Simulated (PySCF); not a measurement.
# MSi for M along group 15

PBE0 with double-zeta basis sets in PySCF, for the lowest determinant that a PBE0 search found; no spin–orbit coupling. De refers to high-spin ground-configuration atoms. A positive dipole means M(−)Si(+).

| M | basis | state (unpaired electrons) | Re (Å) | ωe (cm⁻¹) | De (eV) | μ (D) |
| --- | --- | --- | --- | --- | --- | --- |
| N | def2-SVP | doublet (σ ↑) | 1.575 | 1196 | 4.27 | 2.31 |
| P | def2-SVP | doublet (π ↑) | 2.078 | 641 | 3.57 | 0.79 |
| As | cc-pV(D+d)Z/cc-pVDZ-PP | doublet (π ↑) | 2.179 | 507 | 3.20 | 0.49 |
| Sb | def2-SVP | doublet (π ↑) | 2.384 | 430 | 2.73 | -0.15 |
| Bi | def2-SVP | doublet (π ↑) | 2.461 | 387 | 2.47 | -0.64 |

(1) By what factor does the harmonic wavenumber vary along the series?

The rows differ in basis set, which adds steps of its own.

The state changes along the series, so neighbouring rows are not always alike in their bonding.

These are scalar-relativistic numbers at best; spin–orbit coupling would shift them, the dissociation energy most. States were picked by a PBE0 search and need not be the measured ground states.

## Answers

(1) At PBE0 it runs from 387 cm⁻¹ (SiBi) to 1196 cm⁻¹ (SiN), a factor of 3.09.
